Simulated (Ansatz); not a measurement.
Harmonic frequencies (cm⁻¹) at PBE0-D4/def2-TZVP from Ansatz: 79, 96, 106, 114, 118, 164, 175, 334, 364, 509, 539, 578, 591, 659, 712, 730, 758, 1055, 1213, 1216, 1441, 1444, 1448, 1452, 1843, 2444, 2459, 3025, 3027, 3098, 3099, 3111, 3113.

Each molecule was computed in one conformer, which needn't be the lowest.

Task: Which molecule is it?
A. `[CH3][AlH-]([CH3])[SeH2+]`
B. `F[B-](F)(F)[n+]1ccccc1`
C. `C[BH-](C)[SeH2+]`
D. `C[BH-](C)[AsH3+]`

Result: A.
